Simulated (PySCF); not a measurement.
Stepwise substitution at one centre (Sn Cl-H). Gas-phase values, no solvent. Strings in code marks are SMILES.

The S1–T1 gap (TDA) from two functionals at the same geometries (B3LYP-D3(BJ)/def2-TZVP), both in PySCF: PBE-D3(BJ)/def2-TZVP and B3LYP-D3(BJ)/def2-TZVP. B3LYP has the VWN-RPA correlation part, as in Gaussian. Excitations are Tamm–Dancoff values on a coarser integration grid. The basis has no diffuse functions, so Rydberg states are missing or too high.

| species | B3LYP-D3(BJ)/def2-TZVP (eV) |
|---|---|
| 1 of 4 Cl replaced by H (`[Cl][SnH]([Cl])[Cl]`) | 0.36 |
| 2 of 4 Cl replaced by H (`[Cl][SnH2][Cl]`) | 0.64 |
| 3 of 4 Cl replaced by H (`[Cl][SnH3]`) | 0.44 |

Question: What does PBE-D3(BJ)/def2-TZVP give for each?

Answer: 
- 1 of 4 Cl replaced by H (`[Cl][SnH]([Cl])[Cl]`): 0.28
- 2 of 4 Cl replaced by H (`[Cl][SnH2][Cl]`): 0.55
- 3 of 4 Cl replaced by H (`[Cl][SnH3]`): 0.43
Over these rows, drawn at random from the members with no instability flagged (it was tested for open shells, ions and some series alone), PBE minus B3LYP-D3(BJ): mean -0.06 eV, from -0.09 eV to -0.02 eV.
